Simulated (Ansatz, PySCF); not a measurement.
Species: dimethoxy(dimethyl)silane, C4H12O2Si, net charge 0, singlet state. SMILES: CO[Si](C)(C)OC
Geometry from a B3LYP-D3(BJ)/def2-TZVP (Ansatz, a quantum-chemistry and plane-wave program) optimisation:
```xyz
19

Si    -0.0916    -0.3569     0.0145
C     -0.0413    -0.4872     1.8791
C     -1.1640    -1.6759    -0.7389
O      1.4022    -0.5355    -0.6387
C      2.4892     0.3459    -0.4161
O     -0.6013     1.1553    -0.4125
C     -1.7757     1.7874     0.0526
H      0.5826     0.2949     2.3175
H     -1.0397    -0.3954     2.3137
H      0.3639    -1.4534     2.1876
H     -0.8018    -2.6720    -0.4769
H     -2.1955    -1.5938    -0.3878
H     -1.1678    -1.5914    -1.8270
H      3.3269     0.0131    -1.0292
H      2.2302     1.3702    -0.6961
H      2.8022     0.3356     0.6331
H     -1.8340     2.7784    -0.3986
H     -2.6739     1.2280    -0.2305
H     -1.7677     1.9036     1.1414
```
Charge 0, spin multiplicity 1.

Wanted: vertical ionisation energy (to the doublet state of charge +1; each state is the SCF solution reached for its spin), in eV. Correlated levels leave the core frozen unless marked. Open shells are spin-unrestricted. Spin-orbit coupling is left out. No relativistic terms. 

| level | program | vertical ionisation energy (eV) |
|---|---|---|
| HF/aug-cc-pV(T+d)Z | Ansatz | 9.15 |
| SVWN5/def2-TZVPD | Ansatz | 9.03 |
| PBE/def2-TZVPD | Ansatz | 8.89 |
| r2SCAN/def2-TZVPD | Ansatz | 9.10 |
| B3LYP/def2-TZVPD | Ansatz | 9.40 |
| PBE0/def2-TZVPD | Ansatz | 9.43 |
| BHLYP/def2-TZVPD | Ansatz | 9.85 |
| CAM-B3LYP/def2-TZVPD | Ansatz | 9.76 |
| wB97M-V/def2-TZVPD | Ansatz | 9.81 |
| wB97X-V/def2-TZVPD | Ansatz | 9.85 |
| B2PLYP/def2-TZVPD | Ansatz | 9.70 |
| RI-MP2/aug-cc-pV(T+d)Z | Ansatz | 10.77 |

For comparison, minus the highest occupied orbital energy (PySCF): 9.04 eV at M06-2X/def2-TZVPD, 6.88 eV at TPSSh/def2-TZVPD, 11.17 eV at HF/def2-TZVPD.
